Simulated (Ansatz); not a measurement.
Geometry optimisation, RKS PBE/def2-SVP (Ansatz 0.2.0).

Input file:

```yaml
crystal:
  periodic: [false, false, false]
  atoms:
    - { symbol: "N", position_ang: [-0.5547, 1.2924, 0.5972] }
    - { symbol: Si, position_ang: [0.2887, 0.1771, -0.4444] }
    - { symbol: O, position_ang: [1.7311, -0.2486, 0.314] }
    - { symbol: Se, position_ang: [-0.8994, -1.6793, -0.7702] }
    - { symbol: H, position_ang: [-0.8333, 0.8289, 1.4541] }
    - { symbol: H, position_ang: [-1.5089, 1.5469, 0.1012] }
    - { symbol: H, position_ang: [0.61, 0.8069, -1.7387] }
    - { symbol: H, position_ang: [2.2525, -0.8387, -0.3201] }
    - { symbol: H, position_ang: [-0.9974, -1.9318, 0.7897] }
basis:
  gaussian: { orbitals: def2-SVP }
hamiltonian:
  xc: pbe
relax:
  f_tol: 0.015
  max_steps: 40
```

Launched with:

```bash
$ ansatz run input.yaml --threads 2 --pin off --max-ram 3072MiB --backend cpu --events-out ev --progress --plain --runs-dir out
```

**Question.** Where does it end, and by what steps?

**Answer.** The forces met the threshold. After 11 steps the energy has fallen by 0.480 eV; H8 moved furthest, 0.47 Å.

| step | energy less start (eV) | largest force component (eV/Å) | accepted |
| --- | --- | --- | --- |
| 0 | 0.0000 | 2.119 | yes |
| 1 | -0.3167 | 0.930 | yes |
| 2 | -0.3964 | 0.580 | yes |
| 3 | -0.4578 | 0.338 | yes |
| 4 | -0.4704 | 0.166 | yes |
| 5 | -0.4757 | 0.256 | yes |
| 6 | -0.4776 | 0.209 | yes |
| 7 | -0.4755 | 0.336 | no |
| 8 | -0.4794 | 0.028 | yes |
| 9 | -0.4780 | 0.096 | no |
| 10 | -0.4796 | 0.024 | yes |
| 11 | -0.4796 | 0.003 | yes |

```xyz
9
Properties=species:S:1:pos:R:3
N -0.560 1.321 0.557
Si 0.229 0.179 -0.468
O 1.698 -0.125 0.285
Se -0.771 -1.882 -0.911
H -0.631 1.134 1.560
H -1.390 1.807 0.211
H 0.296 0.781 -1.841
H 2.039 -1.010 0.062
H -0.821 -2.252 0.528
```

Whether the end is a true minimum wasn't checked by a vibrational analysis.

Time of the run: 29 s on 2 threads of Intel(R) Xeon(R) Platinum 8488C (Sapphire Rapids) (shared host), peak memory 0.19 GiB.
